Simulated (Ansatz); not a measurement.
SnAu2⁻. Charge -1, multiplicity 2. Geometry B3LYP-D4/def2-TZVP, that of the neutral singlet.

```xyz
3

Au    1.8711    0.0045    0.5706
Au   -1.4680   -1.1240   -0.6388
Sn   -0.4031    1.1196    0.0682
```

In the def2 sets Au, Sn take a core potential; there is no spin–orbit coupling. At PBE-D4/def2-TZVPD, r2SCAN-D4/def2-TZVPD the highest occupied level of the charge -1 doublet lies above zero (up to 0.56 eV). By energy differences its removal costs 1.70 eV (vertical, to the charge 0 singlet, at PBE-D4/def2-TZVPD); a positive level beside a positive removal energy at the same level points to self-interaction error. The structure comes from a short search, and lower isomers may exist.

Q: Estimate the α-spin orbital energies around the gap (eV) in Ansatz with PBE-D4/def2-TZVPD, r2SCAN-D4/def2-TZVPD, PBE0-D4/def2-TZVPD.

A: 
```tsv
orbital	PBE-D4/def2-TZVPD	r2SCAN-D4/def2-TZVPD	PBE0-D4/def2-TZVPD
HOMO−5	-2.22	-2.48	-3.75
HOMO−4	-2.12	-2.38	-3.65
HOMO−3	-2.12	-2.38	-3.64
HOMO−2	-1.31	-1.49	-2.04
HOMO−1	-1.25	-1.37	-1.84
HOMO	0.56	0.33	-0.18
LUMO	1.45	1.61	2.01
LUMO+1	1.69	1.82	2.31
LUMO+2	3.14	3.39	3.69
LUMO+3	3.50	3.79	3.98
LUMO+4	3.52	3.87	4.06
LUMO+5	3.59	4.04	4.12
β HOMO	-1.13	-1.25	-1.67
β LUMO	1.34	1.64	2.07
```
